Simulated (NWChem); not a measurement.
System: AlH$_{3}$S; SMILES [AlH2][SH]

The following NWChem deck was run.

```
start job
memory heap 200 mb stack 900 mb global 1100 mb
geometry units angstroms noautosym nocenter noautoz
  Al     0.138606    -1.155219     0.054463
  H      1.349849    -2.007715    -0.502614
  H     -1.299145    -1.734423     0.385028
  S      0.524938     0.972401     0.375561
  H     -0.720223     1.247508     0.823760
end
basis spherical
  Al library 6-311g**
  H library 6-311g**
  S library 6-311g**
end
dft
  xc pbe0
  iterations 150
end
tddft
  cis
  ecut -53.0
  nroots 6
  notriplet
end
task tddft energy
```

Structure relaxed at the PBE0/def2-SVP level.

Core excitations by TDA in a window of 1s orbitals, non-relativistic and unshifted: absolute energies depend strongly on the exact-exchange share.

Q: Predict the main results of this run. (PBE0/6-311G** (spherical d), restricted-window TDA.) Quantities: first 1s excitation (eV); dipole oscillator strength of the first; first state with f > 0.002 (eV); dipole oscillator strength of that state.

A: 
```
Property                                  Result
----------------------------------------  ------
first 1s excitation (eV)                  1524.2
dipole oscillator strength of the first   0.0060
first state with f > 0.002 (eV)           1524.2
dipole oscillator strength of that state  0.0060
```
